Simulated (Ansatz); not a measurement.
Reaction (formal hydrolysis of the Si–C bond): `C=C[Si](N)(O)O` + H₂O → `N[Si](O)(O)O` + `C=C`

Isolated molecules relaxed with PBE0-D4/def2-TZVP in Ansatz; ΔE leaves out vibrations. CCSD(T)/CBS adds triple-zeta CCSD(T) − MP2 to the extrapolated MP2 energy (def2 sets, frozen cores). This one scheme is used for every species. Functionals use def2-TZVPP. B3LYP here is the variant with VWN-RPA as its local correlation; programs differ in this. One conformer a species, not always the lowest.

Q: Is it downhill or uphill in electronic energy at CCSD(T)/CBS, and by how much? (Estimate.)

A: Ansatz gave: Downhill: ΔE = -111.3 kJ/mol.

Q: What do these levels give: PBE-D4, r2SCAN-D4, PBE0-D4, ωB97M-V, PBE0, B3LYP, MP2/def2-TZVPP, CCSD/def2-TZVPP, MP2/def2-QZVPP, SCS-MP2/def2-QZVPP, HF/CBS(def2), MP2/CBS(def2)? (Best estimate.)

A: Ansatz gave: PBE-D4 -102.0, r2SCAN-D4 -115.6, PBE0-D4 -107.0, ωB97M-V -114.1, PBE0 -111.7, B3LYP -120.7, MP2/def2-TZVPP -111.8, CCSD/def2-TZVPP -116.7, MP2/def2-QZVPP -111.0, SCS-MP2/def2-QZVPP -114.8, HF/CBS(def2) -135.5, MP2/CBS(def2) -110.1 kJ/mol.

Largest T1 diagnostic among the species: 0.011.

In def2-TZVPP, CCSD(T) changes the Hartree–Fock value by +21.9 kJ/mol (the triples alone add +3.6 kJ/mol) and MP2 by +23.2 kJ/mol. From PBE to PBE0 (25 % exact exchange), in def2-TZVPP and without D4, ΔE moves by −4.6 kJ/mol. The D4 term adds +7.8 kJ/mol with B3LYP and +4.6 kJ/mol with PBE0; it sums over pairs of atoms, weighted by their polarisabilities, and B3LYP, whose exchange is more repulsive, gets the larger term.
